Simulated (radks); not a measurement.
The numbers below are computed, except where a source is named.
All-electron atom: Tc41+ in [He] (the NIST ground configuration).

Code: a radial shooting solver on a logarithmic mesh with Libxc functionals. Model: Dirac Kohn-Sham, PBE, spin-unpolarised, spherical densities, point nucleus.

Energy parts (hartree):
total: -1868.68561
kinetic: 1967.52688
electron-nucleus: -3864.29383
Hartree: 55.31932
exchange-correlation: -27.23798

Orbitals (lengths in bohr, moments of r in powers of bohr; r(max) is where P^2 peaks):
[
 {"orbital": "1s1/2", "occ.": "2", "eigenvalue (hartree)": "-910.4085", "<r^4>": "6.262e-06", "r(max)": "0.02221", "<1/r>": "44.93", "small-component weight": "2.49e-02"}
]

The highest occupied level is 1s1/2 at -24773 eV. The density falls to 0.001 e/bohr^3 at r = 0.21 bohr. Summed over all electrons, <r^2> = 0.003122 bohr^2, which gives a Langevin (diamagnetic) susceptibility term of -0.00247 x 10^-6 cm^3/mol. For comparison, the ionisation energy in NIST's Atomic Spectra Database is 25004.5 eV (theoretical). In exact Kohn-Sham theory the highest level is minus the ionisation energy, but local and semilocal functionals leave it too shallow, through self-interaction and a potential that decays too fast; potentials with the right tail come closer.
